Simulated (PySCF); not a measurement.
Species: `c1c(scc1)P(C1CC1)C`. The columns A, B, C and D hold Mulliken, IAO, Hirshfeld and ESP-fitted charges (e) of one PBE0/pcSseg-1 density (PySCF), in a shuffled order. Coordinates in Å (GFN2-xTB); the density's dipole moment is (-0.04, 0.22, 1.43) D.

```json
{"atom": "C1", "x": "-0.770", "y": "-2.269", "z": "-0.306", "A": "-0.172", "B": "-0.472", "C": "-0.431", "D": "-0.611"}
{"atom": "P2", "x": "-0.737", "y": "-0.517", "z": "-0.900", "A": "+0.157", "B": "+0.550", "C": "-0.188", "D": "+0.543"}
{"atom": "C3", "x": "1.040", "y": "-0.201", "z": "-0.703", "A": "-0.085", "B": "-0.614", "C": "+0.129", "D": "-0.363"}
{"atom": "C4", "x": "1.638", "y": "0.973", "z": "-0.343", "A": "-0.079", "B": "-0.007", "C": "-0.215", "D": "-0.189"}
{"atom": "C5", "x": "3.046", "y": "0.921", "z": "-0.404", "A": "-0.074", "B": "-0.046", "C": "-0.187", "D": "-0.182"}
{"atom": "C6", "x": "3.506", "y": "-0.281", "z": "-0.835", "A": "-0.088", "B": "-0.272", "C": "-0.318", "D": "-0.323"}
{"atom": "S7", "x": "2.227", "y": "-1.377", "z": "-1.175", "A": "+0.105", "B": "+0.273", "C": "+0.057", "D": "+0.323"}
{"atom": "C8", "x": "-1.297", "y": "0.296", "z": "0.650", "A": "-0.087", "B": "-0.482", "C": "+0.140", "D": "-0.326"}
{"atom": "C9", "x": "-2.773", "y": "0.514", "z": "0.825", "A": "-0.090", "B": "-0.185", "C": "-0.294", "D": "-0.288"}
{"atom": "C10", "x": "-1.876", "y": "1.679", "z": "0.571", "A": "-0.090", "B": "-0.194", "C": "-0.383", "D": "-0.289"}
{"atom": "H11", "x": "-0.228", "y": "-2.374", "z": "0.633", "A": "+0.036", "B": "+0.144", "C": "+0.095", "D": "+0.149"}
{"atom": "H12", "x": "-0.317", "y": "-2.909", "z": "-1.061", "A": "+0.037", "B": "+0.153", "C": "+0.173", "D": "+0.155"}
{"atom": "H13", "x": "-1.807", "y": "-2.568", "z": "-0.168", "A": "+0.045", "B": "+0.149", "C": "+0.167", "D": "+0.158"}
{"atom": "H14", "x": "1.081", "y": "1.840", "z": "-0.033", "A": "+0.050", "B": "+0.091", "C": "+0.159", "D": "+0.160"}
{"atom": "H15", "x": "3.686", "y": "1.743", "z": "-0.136", "A": "+0.055", "B": "+0.090", "C": "+0.182", "D": "+0.163"}
{"atom": "H16", "x": "4.519", "y": "-0.602", "z": "-0.969", "A": "+0.053", "B": "+0.127", "C": "+0.233", "D": "+0.173"}
{"atom": "H17", "x": "-0.717", "y": "0.045", "z": "1.533", "A": "+0.041", "B": "+0.154", "C": "+0.080", "D": "+0.146"}
{"atom": "H18", "x": "-3.196", "y": "0.387", "z": "1.810", "A": "+0.050", "B": "+0.135", "C": "+0.127", "D": "+0.152"}
{"atom": "H19", "x": "-3.430", "y": "0.200", "z": "0.026", "A": "+0.044", "B": "+0.135", "C": "+0.160", "D": "+0.148"}
{"atom": "H20", "x": "-1.928", "y": "2.154", "z": "-0.398", "A": "+0.044", "B": "+0.137", "C": "+0.160", "D": "+0.150"}
{"atom": "H21", "x": "-1.675", "y": "2.363", "z": "1.383", "A": "+0.049", "B": "+0.134", "C": "+0.156", "D": "+0.151"}
```

**Question.** Which column most likely holds the ESP-fitted charges?

**Answer.** C. Σ q r misses the density's dipole by 0.10 D (C), 1.96 D (A), 3.29 D (D), 3.62 D (B). Charges fitted to the outside potential are the only set here that is tied to the molecule's multipoles.

**Question.** And the Hirshfeld charges?

**Answer.** A. The mean sizes are 0.073 e (A), 0.192 e (C), 0.216 e (B), 0.245 e (D), and Hirshfeld charges are commonly the smallest of these schemes.

As computed, A = Hirshfeld, B = Mulliken, C = ESP-fitted, D = IAO. Hydrogens on carbon: Hirshfeld +0.04 to +0.06, Mulliken +0.09 to +0.15, ESP-fitted +0.08 to +0.23, IAO +0.15 to +0.17 e.

The IAO scheme projects the occupied orbitals on a minimal set of polarised atomic orbitals and counts the electrons in each atom's part of it. The ESP scheme is a least-squares fit of atom-centred charges to the potential on four shells outside the van der Waals surface, with the total charge fixed.

Isolated species at its GFN2-xTB geometry (one conformer only).

These values come from a run that also computed NMR shieldings. Time: 50 s. Hardware: x86-64 server, one thread, on a shared host.

The values belong to the conformer `[CH3:1][P:2]([c:3]1[cH:4][cH:5][cH:6][s:7]1)[CH:8]1[CH2:9][CH2:10]1`: C1–P2–C3–C4 -145°, C1–P2–C8–C9 -91°.
